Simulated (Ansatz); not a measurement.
Cd3Te3. Charge 0, multiplicity 1. Geometry PBE-D4/def2-SVP, basis def2-TZVP, Ansatz.

```xyz
6

Cd    1.1616   -0.1056    1.0680
Cd    1.0043    2.4473   -0.6579
Cd   -0.5204   -1.3401   -1.2336
Te    2.0002   -2.0895   -0.6447
Te   -1.3680    0.4496    2.0482
Te   -2.2778    0.6383   -0.5799
```

| run | HOMO (eV) | LUMO (eV) |
| --- | --- | --- |
| A | -4.85 | -3.32 |
| B | -5.84 | -2.78 |
| C | -5.01 | -3.39 |
| D | -5.21 | -3.32 |
| E | -5.99 | -2.75 |

In the def2 sets Cd, Te take a core potential; there is no spin–orbit coupling. The structure comes from a short search, and lower isomers may exist.

The runs used BLYP, PBE, PBE0, r2SCAN, r2SCAN0. Estimate which is which.

A BLYP (0 % exact exchange); B PBE0 (25 % exact exchange); C PBE (0 % exact exchange); D r2SCAN (0 % exact exchange); E r2SCAN0 (25 % exact exchange). Exact exchange lowers occupied and raises empty levels; among semilocal functionals meta-GGAs tend to open the gap a little, and such runs are hard to tell apart. The gap grows from 1.53 eV (BLYP) to 3.24 eV (r2SCAN0).
